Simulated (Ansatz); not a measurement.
Ansatz (an electronic-structure program) input (CCSD(T)/def2-SVPD):

Ansatz 0.2 input:
```yaml
crystal:
  periodic: [false, false, false]
  atoms:
    - {symbol: Y, position_ang: [-0.00000000, -0.00000000, -0.72850452]}
    - {symbol: Cl, position_ang: [0.00000000, 0.00000000, 1.67127508]}
basis:
  gaussian:
    orbitals: def2-SVPD
magnetization: {spin_polarized: false}
correlation: {method: ccsd_t, electrons: outside_noble_gas}
output: {forces: true}
```

Output:

```
Functional definition: HF
integrals: 0.03 GiB planned
556 factors; integrals over basis functions are off by at most 6.3e-4 eV
mean field: 0.12 GiB planned
mean field evaluation 1: about -13530.7034 eV, gradient 1.7e1 eV
mean field evaluation 2: about -13530.7097 eV, gradient 1.7e1 eV
mean field evaluation 4: about -13531.9470 eV, gradient 1.2e0 eV
mean field evaluation 8: about -13531.9745 eV, gradient 5.0e-3 eV
mean field evaluation 16: about -13531.9417 eV, gradient 1.2e0 eV
mean field evaluation 32: about -13528.2373 eV, gradient 8.8e0 eV
mean field evaluation 64: about -13528.8886 eV, gradient 2.8e-4 eV
mean field -13531.97451146 eV, -497.2908909945 hartree, gradient 1.7e-6 eV, S^2 0.000000; 1 other end points of the search recorded, 0 dependent functions left out; unrestricted orbitals would lower it
determinant -13531.97451146 eV, -497.2908909945 hartree, with singles and doubles -13537.65388369 eV, -497.4996040744 hartree
determinant -13528.88859176 eV, -497.1774855371 hartree, with singles and doubles -13534.26583513 eV, -497.3750955862 hartree
9 core orbitals not correlated
reference -13531.97451146 eV, -497.2908909945 hartree; 5, 5 occupied and 47, 47 virtual orbitals, 556 factors
densities: 0.12 GiB planned
second order -5.08460309 eV of doubles, -0.00000000 eV of singles
coupled cluster: 0.11 GiB planned
cycle   1  -5.63974584 eV  change   -8.0e-2 eV  update   3.0e-2
cycle   2  -5.65373191 eV  change   -1.4e-2 eV  update   1.0e-2
cycle   3  -5.66061385 eV  change   -6.9e-3 eV  update   5.1e-3
cycle   4  -5.66451697 eV  change   -3.9e-3 eV  update   2.0e-3
cycle   5  -5.66508516 eV  change   -5.7e-4 eV  update   9.6e-4
cycle   6  -5.66531734 eV  change   -2.3e-4 eV  update   3.9e-4
cycle   7  -5.66526495 eV  change    5.2e-5 eV  update   1.7e-4
cycle   8  -5.66525525 eV  change    9.7e-6 eV  update   7.1e-5
cycle   9  -5.66526257 eV  change   -7.3e-6 eV  update   3.1e-5
cycle  10  -5.66526464 eV  change   -2.1e-6 eV  update   1.3e-5
cycle  11  -5.66526540 eV  change   -7.5e-7 eV  update   6.4e-6
cycle  12  -5.66526528 eV  change    1.2e-7 eV  update   3.6e-6
cycle  13  -5.66526518 eV  change    9.5e-8 eV  update   1.7e-6
perturbative correction -0.17452605 eV, -0.0064137140 hartree
the calculation of the forces begins
Total energy: -13537.81430269 eV, -497.5054993639 hartree
Atom 0 at    -0.000000    -0.000000    -0.728505 Å, force    -0.000000    -0.000000    -0.709366 eV/Å
Atom 1 at     0.000000     0.000000     1.671275 Å, force     0.000000     0.000000     0.709366 eV/Å
Dipole moment:     0.000000     0.000000    -0.461584 e Å
```
